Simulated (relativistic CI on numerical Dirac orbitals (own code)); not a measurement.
**d1 to d9 in one octahedral field**

Computed with a parametric ligand-field model without spin-orbit coupling, by exact diagonalisation: B = 440, C = 1940, 10Dq = 23600 cm⁻¹ (Oh; |10Dq|/B = 53.6) for every shell. Energies in cm⁻¹; the field energy is (0.6 n_e − 0.4 n_t2) × 10Dq of the ground term; g labels are left out. So small a B with so large a field is typical of 4d and 5d ions, where spin-orbit coupling, left out here, reaches 1,000 to 4,000 cm⁻¹.

| Shell | Ground term | Electrons in e | Field energy | First spin-allowed bands | Lowest term of other spin |
| --- | --- | --- | --- | --- | --- |
| d1 | 2T2 | 0.000 | -9440 | 2E 23600 |  |
| d2 | 3T1 | 0.009 | -18669 | 3T2 22531, 3T1 28061 | 1T2 6671 |
| d3 | 4A2 | 0.000 | -28320 | 4T2 23600, 4T1 28531 | 2E 9312 |
| d4 | 3T1 | 0.015 | -37410 | 3E 21720, 3T1 22209 | 1T2 5766 |
| d5 | ? | ? | ? | ? | ? |
| d6 | 1A1 | 0.022 | -56122 | 1T1 22168, 1T2 28460 | 3T1 18084 |
| d7 | 2E | 1.015 | -42137 | 2T1 22060, 2T2 22551 | 4T1 14266 |
| d8 | 3A2 | 2.000 | -28320 | 3T2 23600, 3T1 28531 | 1E 7351 |
| d9 | 2E | 3.000 | -14160 | 2T2 23600 |  |

Q: Fill in the row of d5.

A: Ground term: 2T2; Electrons in e: 0.028; Field energy: -46537; First spin-allowed bands: 2A2 21085, 2T1 21239; Lowest term of other spin: 4T1 14358. Low spin: d4, d5, d6, d7; the other shells keep the spin of the free ion. Only d4 to d7 can choose; the field needed to pair spins is smallest for d6 and largest for d5, which loses most exchange energy. In the strong-field picture 10Dq must exceed about 6B + 5C = 12340 (d4), 7.5B + 5C = 13000 (d5), 2.5B + 4C = 8860 (d6) and 4B + 4C = 9520 (d7); mixing of terms shifts these bounds somewhat.
